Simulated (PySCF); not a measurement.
Static response to an electric field

C₄H₁₀OSSi.
SMILES with atom numbers: `[CH2:1]=[CH:2][Si@@H:3]([SH:4])[O:5][CH2:6][CH3:7]` (hydrogens: H8, H9 on C1; H10 on C2; H11 on Si3; H12 on S4; H13, H14 on C6; H15, H16, H17 on C7)

Cartesian coordinates in Å at the GFN2-xTB level; atoms count from 1:
```xyz
17
C4H10OSSi angstrom
C     -3.396   -0.440    0.363
C     -2.097   -0.682    0.308
Si    -0.828    0.564   -0.283
S     -0.791    2.353    0.943
O      0.554   -0.256   -0.113
C      1.883    0.187   -0.216
C      2.790   -0.743    0.575
H     -3.806    0.514    0.075
H     -4.109   -1.177    0.700
H     -1.730   -1.655    0.608
H     -1.041    1.126   -1.610
H     -0.594    1.727    2.094
H      2.168    0.191   -1.274
H      1.961    1.213    0.164
H      2.515   -0.726    1.626
H      2.689   -1.760    0.206
H      3.824   -0.426    0.473
```

Level: CAM-B3LYP/def2-SVPD (PySCF), static field, nuclei fixed, core orbitals frozen in the response. The polarisability tensor in these axes (au):

```
x   116.61   0.89  -1.38
y     0.89  95.92   3.16
z    -1.38   3.16  83.77
```

**Question.** Give the principal values, the mean and the anisotropy Δα = √{½[(α1 − α2)² + (α2 − α3)² + (α1 − α3)²]}.

**Answer.** Principal values 82.93, 96.67 and 116.70 au; mean 98.77 au = 14.64 Å³ = 16.28 × 10⁻⁴⁰ C²·m²/J; Δα = 29.41 au (30 % of the mean).

**Question.** What is the dipole moment, and where does it point?

**Answer.** (0.52, -1.10, -0.04) D, 1.22 D in size, pointing from the negative to the positive side. Measured along this direction, the outermost atoms are S4 at the negative end and H16 at the positive end.

**Question.** Estimate the molar refractivity from the static electronic polarisability.

**Answer.** Lorentz–Lorenz: R = (4π/3)N_A α = 2.5225 cm³/(mol·Å³) × 14.64 Å³ = 36.9 cm³/mol, in the limit of long wavelengths.

**Question.** Give the eigenvalues of the traceless quadrupole moment Θ = ½Σq(3rr − r²1), origin at the centre of nuclear charge.

**Answer.** -8.34, 1.05, 7.29 D·Å. The values depend on the origin, since the dipole doesn't vanish. The electronic extent ⟨r²⟩ about the same centre is 1478 bohr², a root-mean-square distance of 2.40 Å for the 72 electrons.

**Question.** Give the principal axes and the span of the nuclei along them.

**Answer.** Largest value along (1.00, 0.04, -0.04), where the nuclei span 7.96 Å; middle along (-0.03, 0.97, 0.24), 4.26 Å; least along (0.05, -0.24, 0.97), 3.75 Å. The response follows the extents in order.

**Question.** How large is μ²/3kT at 500 K beside α?

**Answer.** In Gaussian units μ²/3kT = 7.20 Å³ against 14.64 Å³, a ratio of 0.49; the Debye molar polarisation (4π/3)N_A(α + μ²/3kT) is 55.1 cm³/mol, leaving out the vibrational part.

**Question.** Sum over states: ᾱ = Σ f/ω², ω in Eh. What share falls to these 8 lowest TDDFT singlets (eV, f)? 6.10, 0.0624; 6.36, 0.0019; 6.76, 0.0180; 6.96, 0.1190; 7.07, 0.0748; 7.25, 0.0499; 7.45, 0.1994; 7.57, 0.0200.

**Answer.** They add up to 8.11 au, 8.2 % of the 98.77 au; the largest single term is 2.66 au, from the state at 7.45 eV. Terms in order: 1.24, 0.03, 0.29, 1.82, 1.11, 0.70, 2.66, 0.26 au. Higher excitations give the rest. The strengths listed sum to 0.545.

The structure is a single GFN2-xTB conformer in the gas phase; no vibrational or solvent corrections.
